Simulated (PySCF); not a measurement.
## Tc (technetium, neutral) across methods

[Kr] 4d4 5s2 5p1, one real determinant (an excited configuration). All numbers are calculated (PySCF 2.14, scalar relativity by spin-free X2C-1e, in aug-cc-pVTZ-DK).

```csv
method,E (hartree),mean ε 5s α (eV),mean ε 5s β (eV),mean ε 5p α (eV),Σ⟨r²⟩ (bohr²),⟨S²⟩
LDA,-4279.99,-7.488,-6.049,-2.993,68.06,8.756
r2SCAN,-4284.89,-7.584,-5.819,-3.165,68.39,8.769
B97-3,-4284.60,-8.082,-6.411,-3.568,68.47,8.761
PBE0,-4284.58,-8.193,-6.411,-3.689,68.34,8.759
TPSSh,-4284.73,-7.712,-5.908,-3.344,68.22,8.760
PBE,-4284.51,-7.293,-5.762,-2.970,68.52,8.757
UHF,-4282.67834,-10.312,-7.318,-5.315,70.55,8.791
```

⟨L²⟩ = 8.01 against 12 for a pure F term, so this real determinant mixes terms.
